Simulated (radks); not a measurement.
Results of a calculation; reference values are marked as such.
Q: All-electron atom: Tl in [Xe] 4f14 5d10 6p3 (not the ground configuration). Code: a radial shooting solver on a logarithmic mesh with Libxc functionals. Model: Dirac Kohn-Sham, PBEsol, spin-unpolarised, spherical densities, finite nucleus; open shells are shared between the two j in proportion to 2j + 1; Fermi nuclear charge, rms radius 5.4759 fm. Some entries of the table are withheld. Estimate them.

| orbital | occ. | eigenvalue (eV) | <r> (bohr) |
|---|---|---|---|
| 1s1/2 | 2 | (1) | 0.01633 |
| 2s1/2 | 2 | -15198.23 | 0.06809 |
| 2p1/2 | 2 | (2) | 0.05590 |
| 2p3/2 | 4 | (3) | 0.06469 |
| 3s1/2 | 2 | -3629.856 | 0.1771 |
| 3p1/2 | 2 | (4) | 0.1674 |
| 3p3/2 | 4 | (5) | 0.1835 |
| 3d3/2 | 4 | -2444.691 | 0.1595 |
| 3d5/2 | 6 | -2346.652 | 0.1644 |
| 4s1/2 | 2 | -812.4787 | 0.3917 |
| 4p1/2 | 2 | (6) | 0.3932 |
| 4p3/2 | 4 | (7) | 0.4276 |
| 4d3/2 | 4 | (8) | 0.4335 |
| 4d5/2 | 6 | (9) | 0.4446 |
| 5s1/2 | 2 | -134.1944 | 0.8778 |
| 4f5/2 | 6 | -119.9048 | (10) |
| 4f7/2 | 8 | -115.3047 | (11) |
| 5p1/2 | 2 | -94.5490 | 0.9411 |
| 5p3/2 | 4 | -74.2495 | 1.035 |
| 5d3/2 | 4 | -20.2172 | 1.342 |
| 5d5/2 | 6 | -17.9694 | 1.395 |
| 6p1/2 | 1 | -4.8913 | 3.097 |
| 6p3/2 | 2 | -3.5351 | 3.553 |

A: 
(1) 1s1/2 eigenvalue (eV): -85406.91
(2) 2p1/2 eigenvalue (eV): -14595.94
(3) 2p3/2 eigenvalue (eV): -12531.64
(4) 3p1/2 eigenvalue (eV): -3356.761
(5) 3p3/2 eigenvalue (eV): -2897.897
(6) 4p1/2 eigenvalue (eV): -694.6047
(7) 4p3/2 eigenvalue (eV): -582.9474
(8) 4d3/2 eigenvalue (eV): -389.9569
(9) 4d5/2 eigenvalue (eV): -369.1207
(10) 4f5/2 <r> (bohr): 0.4645
(11) 4f7/2 <r> (bohr): 0.4711
